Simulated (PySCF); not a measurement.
**Dipole response of Tc³⁺ (technetium, charge +3)**

[Kr] 4d4, high-spin 5D determinant. Calculation: PySCF 2.14, in x2c-TZVPPall with one added diffuse shell each of s, p, d, f type (9s7p7d3f1g, 95 functions); the spin-free X2C one-electron Hamiltonian (Gaussian nucleus). Coupled (time-dependent) response in atomic units; α is the mean over directions.

```tsv
method	mean α (bohr³)	α xx, yy, zz	C₆ (like pair)	S(−4)
CAM-B3LYP	5.301	5.095, 5.095, 5.714	24.01	7.003
```

S(−4) is the Cauchy moment in α(ω) = α(0) + S(−4) ω² + …

Spin-orbit coupling is absent.

α(iu) at CAM-B3LYP:

```csv
u (hartree),α(iu) (bohr³)
0,5.301
0.0500,5.284
0.100,5.233
0.200,5.046
0.300,4.783
0.500,4.182
0.750,3.485
1.00,2.909
1.50,2.065
2.00,1.510
3.00,0.8804
5.00,0.3945
```

A single London oscillator, α(iu) = α/(1 + u²/ω²), gives C₆ = (3/4) ω α². Matching the computed C₆ needs ω = 4 × 24.01 / (3 × 5.301²) = 1.14 hartree.

For an ion, C₆ is the dispersion term alone; charge-induced terms of lower order in 1/R come first.

The components differ because the open shell of this determinant is not spherical; for a pure term their mean is the scalar polarisability.
